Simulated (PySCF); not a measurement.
N-methylsilyl-N-silylmethanamine (C2H11NSi2), SMILES [SiH3]N([SiH2]C)C.

Coordinates come from a PBE0-D3(BJ)/def2-SVP optimisation. One conformer was computed; it need not be the lowest.

Calculation: PySCF with r2SCAN/def2-TZVP.

The molecule is in vacuum.

```json
{
  "total_energy": "-716.53820 hartree",
  "highest_occupied_level": "-5.86 eV",
  "lowest_empty_level": "-0.10 eV",
  "orbital_gap": "5.76 eV",
  "dipole_moment": "1.25 D",
  "quadrupole, principal values (traceless, Buckingham form, about the centre of nuclear charge)": "-2.73, 0.17, 2.57 D·Å",
  "mean_static_polarisability": "85.3 bohr³ (12.64 Å³)",
  "polarisability_principal_values": "77.3, 83.1, 95.5 bohr³"
}
```
